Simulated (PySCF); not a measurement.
Compound: C3H9ClSi2.
Numbering: `[SiH3:1]/[CH:2]=[CH:3]/[SiH2:4][CH2:5][Cl:6]` (hydrogens: H7, H8, H9 on Si1; H10 on C2; H11 on C3; H12, H13 on Si4; H14, H15 on C5)

Computed, not measured: core-valence-separated Tamm–Dancoff BHandHLYP/aug-pcX-1 (pcseg-1 on H, def2-SVPD on Si, def2-SVPD on Cl) in PySCF, non-relativistic, gas phase, PBE0-D3(BJ)/def2-SVP geometry.

Computed carbon K-edge spectrum, Gaussian lines of 0.3 eV full width, highest printed point 100; it ends one width below the last computed root. Absolute energies from this functional tend to lie a few eV below measured edges; no shift was applied.

(photon energy (eV), absorption): (281.5, 0), (281.6, 3), (281.7, 15), (281.8, 48), (281.9, 91), (282.0, 100), (282.1, 64), (282.2, 24), (282.3, 5), (282.4, 1), (282.5, 0), (282.6, 0), (282.7, 0), (282.8, 0), (282.9, 0), (283.0, 0), (283.1, 0), (283.2, 0), (283.3, 0), (283.4, 0), (283.5, 0), (283.6, 0), (283.7, 0), (283.8, 0), (283.9, 0), (284.0, 0), (284.1, 1), (284.2, 9), (284.3, 30), (284.4, 55), (284.5, 54), (284.6, 29), (284.7, 8), (284.8, 1), (284.9, 0), (285.0, 0), (285.1, 0), (285.2, 0), (285.3, 0), (285.4, 0), (285.5, 0), (285.6, 1), (285.7, 3), (285.8, 9), (285.9, 16), (286.0, 17), (286.1, 11), (286.2, 6), (286.3, 7), (286.4, 18), (286.5, 39), (286.6, 55), (286.7, 47), (286.8, 27), (286.9, 12), (287.0, 9)

Problem. Assign the maxima to core holes.

Solution. 4 maxima:
- 282.0 eV: C3 (alkene CH carbon), 282.01 eV, f = 0.060, 1s→π*, 53 % of the height at the exact maximum; C2 (alkene CH carbon), 281.92 eV, f = 0.055, 1s→π*, 47 % of the height at the exact maximum
- 284.4 eV: C5 (sp3 C–Cl carbon), 284.45 eV, f = 0.061, 100 % of the height at the exact maximum
- 286.0 eV: C3 (alkene CH carbon), 285.92 eV, f = 0.014, 75 % of the height at the exact maximum; C2 (alkene CH carbon), 286.05 eV, f = 0.006, 25 % of the height at the exact maximum
- 286.6 eV: C3 (alkene CH carbon), 286.63 eV, f = 0.035, 59 % of the height at the exact maximum; C2 (alkene CH carbon), 286.55 eV, f = 0.020, 31 % of the height at the exact maximum

Further lines of some strength in the range: C5, 286.74 eV, f = 0.008.

Roots within 0.03 eV on the same or equivalent atoms count as one line; shares under 12 % aren't listed.

Vibrational structure and lifetime widths aren't in the curve. The ionisation threshold wasn't computed; near and above it a finite basis only mimics Rydberg series and continuum.

On AMD EPYC, one thread, no GPU, shared host with 64 logical CPUs at a one-minute load of 60, this took 35 s wall and 0.90 GiB of memory at its peak.

Shape of the structure used: `[SiH3:1]/[CH:2]=[CH:3]/[SiH2:4][CH2:5][Cl:6]`: C2–C3–Si4–C5 9°, C3–Si4–C5–Cl6 -64°.

One conformer stands for the species.
